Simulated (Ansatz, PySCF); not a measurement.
System: C5H12O (charge 0, singlet). SMILES: CC(C)CCO
Coordinates optimised at B3LYP-D3(BJ)/def2-TZVP (Ansatz, a first-principles code):
```xyz
18

C     -2.0355     0.9496     0.7104
C     -0.9011    -0.0693     0.5970
C     -1.4080    -1.3676    -0.0351
C      0.2782     0.5358    -0.1727
C      1.5162    -0.3390    -0.2177
O      2.5600     0.4114    -0.8379
H     -2.4179     1.2131    -0.2796
H     -1.6967     1.8691     1.1917
H     -2.8682     0.5502     1.2930
H     -0.5554    -0.3002     1.6121
H     -2.2722    -1.7535     0.5096
H     -1.7168    -1.1960    -1.0702
H     -0.6467    -2.1488    -0.0395
H     -0.0304     0.7642    -1.1980
H      0.5608     1.4865     0.2877
H      1.8025    -0.6282     0.8026
H      1.3215    -1.2571    -0.7829
H      3.3400    -0.1469    -0.9143
```
Charge 0, spin multiplicity 1.

Harmonic wavenumbers (cm⁻¹) at HF/6-31G* (Ansatz, at its own minimum) and at B3LYP-D3(BJ)/def2-TZVP (PySCF, at the structure above). 6-31G* holds six Cartesian d functions. Modes are numbered in rising order, 48 in all, and paired by that order; shown are modes over 250 cm⁻¹ that lie over 6 % from every other mode at both levels, one of each degenerate set, at most eight drawn at random. The second level is harmonic too, so this factor is not the one that brings values to measured fundamentals.

```tsv
mode	HF/6-31G* (x)	B3LYP-D3(BJ)/def2-TZVP (y)
7	352	330
8	413	387
9	473	443
10	507	473
```

Q: Fit one scale factor, y = λ·x, by least squares, and use it for mode 48, which lies at 4115 cm⁻¹ at HF/6-31G*.

A: λ = Σxy/Σx² = 725341/775251 = 0.9356; the rows scatter about it by 1 cm⁻¹ (root mean square). Prediction for mode 48: 3850 cm⁻¹. It lies outside the range of the table, so the fit extrapolates. The wavenumber at B3LYP-D3(BJ)/def2-TZVP is 3812 cm⁻¹, so the fit misses by +38 cm⁻¹, against +303 cm⁻¹ without it. The fit is meant for this molecule alone.
